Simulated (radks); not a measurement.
Coulomb parameter of the 5d shell of neutral rhenium in the model configuration [Xe] 4f14 5d3.5 6s2 6p1.5, as a second difference U = [E(n + 0.5) + E(n - 0.5) - 2 E(n)] / (0.5)^2 with all orbitals relaxed. "Bare": the charge of the atom changes with n. "Screened": the 6p shell takes up the change at fixed total charge, which measures U(5d,5d) + U(6p,6p) - 2 U(5d,6p). All-electron calculation, scalar-relativistic Kohn-Sham, BLYP, spin-unpolarised, spherical densities, finite nucleus; Fermi nuclear charge, rms radius 5.3698 fm. Program: a radial shooting solver on a logarithmic mesh with Libxc functionals. Estimate both.

Answer. U(bare) = 8.811 eV, U(screened by 6p) = 2.225 eV, against the Slater integral F0(5d,5d) = 13.949 eV with frozen orbitals. The step up makes a negative ion, whose loosely bound charge lowers the bare value.
